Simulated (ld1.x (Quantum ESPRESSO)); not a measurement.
Before and after: RRKJ potential for gold

ld1.x (Quantum ESPRESSO) 7.5 input, shortened:

```
&input
   title='Au', zed=79., rel=1, dft='PBESOL', iswitch=3,
   config='[Xe] 4f14 5d10 6s0.75 6p0.25'
 /
 &inputp
   pseudotype=2, tm=.false., lloc=0,
   nlcc=.true., rcore=0.85
 /
3
6P  2  1   0.25   0.00  3.40  3.40  0.0
5D  3  2  10.00   0.00  1.70  1.70  0.0
6S  1  0   0.75   0.00  2.40  2.40  0.0
 &test
   configts(1)='5d10 6s0.75 6p0.25'
 /
```

Change: wave 6s (bound): rc 2.40 bohr becomes 6s (bound): rc 2.82 bohr.

Cutoffs: the cutoffs (Ry, on a coarse ladder) from which the occupation-weighted sum of valence levels, in a spherical-Bessel basis at the reference potential, stays within 10 and 1 mRy of its value at 400 Ry; they do not see the model core or the augmentation charge, which bear on the density cutoff. Errors are all-electron minus pseudo energies relative to the spin-unpolarised reference configuration.

Predict the effect on cutoff, ghosts and configuration errors.

The potential gets neither clearly harder nor softer (40 Ry and 55 Ry → 40 Ry and 55 Ry); the d channel sets the loose cutoff, while the largest relative change is in s, which becomes softer; of the 7 tests that both files solve, the error grows in 0 and shrinks in 2 by more than 15 % and 0.3 meV (median size 70.3 → 68.5 meV); neither file shows a bound ghost.

| quantity | base | changed |
| --- | --- | --- |
| cutoff, loose | 40 Ry | 40 Ry |
| cutoff, tight | 55 Ry | 55 Ry |
| loose cutoff by channel (10 mRy a level) | p 6 Ry, d 35 Ry, s 8 Ry | p 6 Ry, d 35 Ry, s 6 Ry |
| bound ghosts | none | none |
| error for 5d10 6s1 6p0, meV [ΔE -1.29 eV] | +0.1 | +0.1 |
| error for 5d10 6s0 6p0, meV [ΔE 8.15 eV] | -13 | -9.6 |
| error for 5d9 6s0 6p0, meV [ΔE 29.39 eV] | -70 | -77 |
| error for 5d10 6s0 6p1, meV [ΔE 4.05 eV] | -4.3 | -4.0 |
| error for 5d9 6s1 6p1, meV [ΔE 6.27 eV] | -82 | -69 |
| error for 5d8 6s0 6p0, meV [ΔE 63.30 eV] | -362 | -386 |
| error for 5d7 6s0 6p0, meV [ΔE 111.04 eV] | -1008 | -1067 |
| s: phases at 3.71 bohr within 0.05 rad from the reference energy up to (Ry; the scan ends near 5) | 1.1 | 0.9 |
| p: phases at 3.71 bohr within 0.05 rad from the reference energy up to (Ry; the scan ends near 5) | 1.9 | 1.8 |
| d: phases at 3.71 bohr within 0.05 rad from the reference energy up to (Ry; the scan ends near 5) | 0.6 | 0.7 |
